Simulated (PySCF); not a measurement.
Geometries of 2 isomers of C2H6FNSi, from PySCF 2.14.0, PBE0-D3(BJ)/def2-SVP geometry optimisation, gas phase. One conformer each, no zero-point energy, no frequencies.

Question: Which is lower in electronic energy at this level?
A.
```xyz
11
angstrom
C     -1.731   -0.477   -0.383
C     -0.952    0.604   -0.422
F     -1.468    1.799   -0.766
Si     0.893    0.631   -0.021
N      1.324   -0.884    0.688
H     -1.284   -1.434   -0.111
H     -2.797   -0.427   -0.620
H      1.121    1.839    0.834
H      1.700    0.776   -1.268
H      1.048   -1.126    1.632
H      2.193   -1.334    0.428
```
B.
```xyz
11
angstrom
F      0.382    1.484    1.341
C      1.383    0.902    0.620
C      0.865   -0.184   -0.281
N     -0.322   -0.575   -0.412
Si    -1.812   -0.035    0.357
H      1.893    1.671    0.010
H      2.135    0.475    1.309
H      1.674   -0.664   -0.874
H     -1.787   -0.257    1.834
H     -2.108    1.397    0.046
H     -2.913   -0.864   -0.211
```

Answer: A. That is `C=C(F)[SiH2]N`, 12.1 kcal/mol below the other.

```csv
SMILES,atoms numbered as above,E (Eh),relative (kcal/mol),relative (kJ/mol),dipole (D)
C=C(F)[SiH2]N,[CH2:1]=[C:2]([F:3])[SiH2:4][NH2:5],-523.26273,0.0,0.0,2.68
FC/C=N\[SiH3],[F:1][CH2:2]/[CH:3]=[N:4]\[SiH3:5],-523.24348,12.1,50.5,2.71
```

As drawn, the lower has an N–H bond, an Si–C bond and a C=C bond outside aromatic rings, which the higher lacks; the higher has a C=N bond, which the lower lacks.
